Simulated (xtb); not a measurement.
Si(F)(H)(SiH3)2 (FH7Si3), SMILES [SiH3][SiH]([SiH3])F. All values are semi-empirical tight-binding results from xtb (GFN2-xTB unless named), good for trends rather than for accurate numbers. Coordinates come from a GFN2-xTB optimisation. The structure was generated by enumeration, and PubChem lists no compound with its InChIKey, so it may never have been made.

| Property | Result |
|---|---|
| point group as xtb finds it | Cs |
| orbital gap | 3.74 eV |
| dipole moment | 1.42 D |
| zero-point energy | 36.5 kcal/mol |
| G − E(el) at 298.15 K (modified RRHO) | 15.3 kcal/mol |
| static polarisability (D4 model) | 89.5 bohr³ |
| solvation energy, GFN2-xTB/ALPB(water) | -0.3 kcal/mol |
| solvation energy, GFN2-xTB/ALPB(dmf) | -3.5 kcal/mol |
